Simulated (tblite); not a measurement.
Compound: C6H8FOP3.
Cartesian coordinates in Å at the GFN2-xTB level; atoms count from 1:
```xyz
19
C6H8FOP3 angstrom
C     -3.274   -0.310    0.654
C     -2.560   -0.392   -0.694
C     -1.144    0.122   -0.561
P     -1.040    1.862   -0.677
C      0.634    2.201   -0.382
F      0.880    3.546   -0.430
P      2.108    1.339   -0.045
C      1.571   -0.322   -0.044
O      2.481   -1.308    0.180
C      3.817   -0.941    0.397
P      0.022   -1.127   -0.268
H     -4.294   -0.677    0.568
H     -2.745   -0.909    1.394
H     -3.302    0.721    1.001
H     -3.110    0.205   -1.426
H     -2.552   -1.430   -1.035
H      4.369   -1.867    0.546
H      3.910   -0.304    1.284
H      4.220   -0.400   -0.467
```

Method: GFN2-xTB as coded in tblite; computed harmonic values from a numerical Hessian at the method's own geometry, unscaled. Errors from tens to a few hundred cm⁻¹ against measured bands are possible. One conformer, not necessarily the lowest.

Harmonic wavenumbers (cm⁻¹): 41.4, 67.1, 69.8, 109.7, 139.8, 177.5, 205.0, 212.4, 237.9, 257.2, 283.9, 291.0, 335.8, 377.9, 394.9, 436.1, 470.7, 514.3, 554.4, 625.5, 636.5, 801.5, 884.4, 975.9, 992.7, 1021.1, 1040.5, 1071.0, 1097.7, 1113.3, 1130.9, 1145.0, 1171.8, 1192.3, 1252.5, 1303.3, 1396.6, 1405.2, 1449.3, 1458.5, 1471.5, 1490.8, 1495.3, 2908.6, 2926.9, 2954.0, 2965.1, 3017.6, 3024.7, 3030.0, 3037.4.

A = 964.1, B = 609.1, C = 389.6 MHz; mass 207.977 u (most abundant isotopes); point group C1, symmetry number 1.

What is the zero-point energy?

Half the sum of the wavenumbers: 28332 cm⁻¹ = 338.92 kJ/mol.

What is S at 298.15 K and 1 bar for an ideal gas of classical rigid rotors and harmonic oscillators?

Translation 175.42, rotation 132.29, vibration 170.17: S = 477.9 J/(mol K).

And Cp and H(298.15 K) − H(0)?

Cp = 197.27 J/(mol K), of which vibrations give 164.01 (their classical limit is 51 R = 424.0); H(298.15 K) − H(0) = 36.44 kJ/mol without the zero-point energy, 26.53 from vibrations.

Blend soft modes into free rotors: weight 1/[1 + (100 cm⁻¹/ν̃)⁴] for the oscillator and the rest for a rotor with moment μB/(μ + B), μ = h/(8π²ν), B = 10⁻⁴⁴ kg m². What vibrational entropy results?

156.63 J/(mol K) in place of 170.17, which changes −T·S at 298.15 K by +4.04 kJ/mol.

Which modes carry the vibrational entropy at 298.15 K?

41.4 cm⁻¹: 21.72; 67.1 cm⁻¹: 17.73; 69.8 cm⁻¹: 17.40; 109.7 cm⁻¹: 13.70; 139.8 cm⁻¹: 11.74; 177.5 cm⁻¹: 9.85 J/(mol K); the other 45 give 78.04 together.

How do the functions run with temperature in this model?

```
 T (K)  S (J/(mol K))  Cp (J/(mol K))  H − H(0) (kJ/mol)  G − H(0) (kJ/mol)  ln q(vib)
    50          266.5            63.0               2.27             -11.06       0.74
   100          321.4            99.0               6.33             -25.81       2.40
373.15          525.5           227.4              52.39            -143.69      12.41
   500          598.3           270.5              84.08            -215.06      16.65
   750          719.9           328.4             159.56            -380.36      24.30
  1000          819.7           364.6             246.51            -573.19      31.09
```

q(vib) and H(0) count from the zero-point level.

What must be added to the electronic energy to get the Gibbs energy at 298.15 K and 1 bar?

ZPE + [H(298.15 K) − H(0)] − T·S = 338.92 + 36.44 − 142.48 = 232.88 kJ/mol.

Hindered rotation and anharmonicity are outside this model. Other conformers, if any are populated, would add a mixing term that is left out. The structure is chiral; the term R ln 2 for an equal mix with its mirror image is left out.

On an Arm Neoverse V2 with one thread, no GPU, on a shared host, this took 1.0 s wall. This covers the Hessian and the dipole derivatives.
